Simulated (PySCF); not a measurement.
Gas-phase reaction: SiF3 + C2F5 ⇌ SiF4 + 2 CF2

Method: PySCF energies plus ideal-gas RRHO corrections (1 bar). † marks an energy on the PBE0/def2-TZVP geometry and frequencies; other levels use their own. MP2 freezes the core. 6-31G* has spherical d functions here. Open shells (unrestricted): SiF3 (multiplicity 2), C2F5 (multiplicity 2); the rest are closed-shell singlets. B3LYP is the form with VWN-RPA correlation. C2F5: computed as isolated molecules; such fragments, hydroxides, amides, oligomers or adducts are transient or little studied in the gas. MP2 isn't extrapolated to the basis-set limit; its ΔH°(298 K) is -30.9 kJ in def2-SVP and -81.1 kJ in def2-TZVPP. The harmonic model lacks anharmonicity and excited electronic states, which grow with temperature; levels with a mode under 35 cm⁻¹ are left out. Internal rotation in C2F5 is treated as a harmonic vibration of one conformer, which makes the entropy rough.

```json
[
 {"level": "B3LYP/6-31G*", "ΔE electronic, kJ": "-27", "ΔH°(298 K), kJ": "-40", "ΔS°(298 K), J/K": "139", "ΔG°(800 K), kJ": "-149"},
 {"level": "B3LYP/def2-TZVP†", "ΔE electronic, kJ": "-67", "ΔH°(298 K), kJ": "-80", "ΔS°(298 K), J/K": "142", "ΔG°(800 K), kJ": "-192"},
 {"level": "HF/6-31G*", "ΔE electronic, kJ": "-20", "ΔH°(298 K), kJ": "-35", "ΔS°(298 K), J/K": "144", "ΔG°(800 K), kJ": "-149"},
 {"level": "HF/def2-TZVP†", "ΔE electronic, kJ": "-48", "ΔH°(298 K), kJ": "-61", "ΔS°(298 K), J/K": "142", "ΔG°(800 K), kJ": "-172"},
 {"level": "MP2/def2-SVP†", "ΔE electronic, kJ": "-18", "ΔH°(298 K), kJ": "-31", "ΔS°(298 K), J/K": "142", "ΔG°(800 K), kJ": "-143"},
 {"level": "MP2/def2-TZVPP†", "ΔE electronic, kJ": "-68", "ΔH°(298 K), kJ": "-81", "ΔS°(298 K), J/K": "142", "ΔG°(800 K), kJ": "-193"},
 {"level": "PBE0/def2-SVP†", "ΔE electronic, kJ": "43", "ΔH°(298 K), kJ": "30", "ΔS°(298 K), J/K": "142", "ΔG°(800 K), kJ": "-82"},
 {"level": "PBE0/def2-TZVP", "ΔE electronic, kJ": "-17", "ΔH°(298 K), kJ": "-30", "ΔS°(298 K), J/K": "142", "ΔG°(800 K), kJ": "-141"},
 {"level": "LDA/def2-TZVP†", "ΔE electronic, kJ": "26", "ΔH°(298 K), kJ": "13", "ΔS°(298 K), J/K": "142", "ΔG°(800 K), kJ": "-99"},
 {"level": "ωB97M-V/def2-TZVP†", "ΔE electronic, kJ": "-91", "ΔH°(298 K), kJ": "-105", "ΔS°(298 K), J/K": "142", "ΔG°(800 K), kJ": "-216"}
]
```
ΔH° is lowest at ωB97M-V/def2-TZVP† and highest at PBE0/def2-SVP†. No reference value is set beside these.
